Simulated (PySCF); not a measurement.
**Deuteron quadrupole couplings in `C=C[C@@H]1C=C1CC=O`**

Species: C7H8O.
Z-matrix (Å and degrees, GFN2-xTB geometry), rows numbered from 1:
```
C 
C   1  1.3231
C   2  1.4711  1  124.21
C   3  1.5147  2  120.12  1  -153.34
C   4  1.2977  3   64.56  2  -106.01
C   5  1.4678  3  142.41  4  -179.84
C   6  1.5108  5  112.39  3    54.50
O   7  1.1961  6  124.66  5  -147.13
H   1  1.0774  2  121.42  3     0.08
H   1  1.0760  2  122.21  3  -179.96
H   2  1.0836  1  120.37  3  -179.80
H   3  1.0880  2  114.16  1    -2.89
H   4  1.0615  3  143.87  5  -179.84
H   6  1.0963  5  109.74  3   173.57
H   6  1.0943  5  110.67  3   -67.22
H   7  1.1064  6  113.74  5    33.98
```

Level: B3LYP/pcJ-1 (PySCF, non-relativistic); Q(2H) = 0.00286 b; rigid geometry, the same for H and D, with no vibrational averaging.

Problem. Rank these positions by the coupling χzz of a deuteron there, largest first.
A. H13 (vinylic hydrogen)
B. H12 (methine hydrogen)
C. H11 (vinylic hydrogen)
D. H14 (methylene hydrogen)
E. H16 (formyl hydrogen)
F. H10 (vinylic hydrogen)

Solution. A (241 kHz), F (221 kHz), C (208 kHz), B (202 kHz), D (191 kHz), E (175 kHz).

Problem. What are Vzz, η and χzz (234.96 MHz × Q × Vzz) at all hydrogens?

Solution. 
```csv
atom,bonded to,bond length (Å),Vzz (au),η,χzz (kHz)
H9,C1,1.077,0.3258,0.07,219
H10,C1,1.076,0.3289,0.06,221
H11,C2,1.084,0.3099,0.06,208
H12,C3,1.088,0.3001,0.11,202
H13,C4,1.061,0.3589,0.00,241
H14,C6,1.096,0.2848,0.03,191
H15,C6,1.094,0.2854,0.03,192
H16,C7,1.106,0.2609,0.02,175
```

Problem. How does χzz go with the bond length over the 8 C–H bonds?

Solution. A straight-line fit has a slope of -14.8 kHz for each 0.01 Å, with a correlation coefficient of -1.00, over lengths from 1.061 to 1.106 Å. The longer bonds have the smaller couplings here.

Problem. A static deuteron (I = 1) shows a doublet split by (3/2)χ, (3/4)χ(1 + η) and (3/4)χ(1 − η) with the field along z, y and x of the gradient. What are these for H16?

Solution. With |χ| = 175.3 kHz and η = 0.024: 263, 135 and 128 kHz, to first order and without motion.

Geometry: GFN2-xTB, one conformer, isolated molecule. GFN2-xTB bond lengths can be off by several hundredths of an ångström, more for odd bonds, and the gradients follow them. These gradients aren't converged with respect to the basis.
